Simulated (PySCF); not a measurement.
Bromine: a sound run and one with changed settings

Sound run: Br²⁺ [Ar] 3d10 4s2 4p3, Br³⁺ [Ar] 3d10 4s2 4p2. All numbers are calculated (PySCF 2.14, a scalar-relativistic core potential, in cc-pVTZ-PP with ECP10MDF (5s4p3d1f, 39 functions)). In the sound run the correlated levels freeze 3s2 3p6 3d10 outside the core potential. The sound run starts from symmetry-adapted Hartree-Fock orbitals and uses a fine grid where one is needed.

Changed run: initial guess atom, at most 50 SCF cycles.

| species | method | sound run (hartree) | changed run (hartree) | converged |
| --- | --- | --- | --- | --- |
| Br²⁺ | UHF | -414.35300 | -414.35300 | yes |
| Br²⁺ | PBE | -415.58826 | -415.58826 | yes |
| Br²⁺ | CCSD(T) | -414.44959 | -414.44959 | yes |
| Br³⁺ | B3LYP | -414.36359 | -414.36359 | yes |
| Br³⁺ | MP2 | -413.14060 | -413.14060 | yes |

Here the plain start reaches the same solutions.
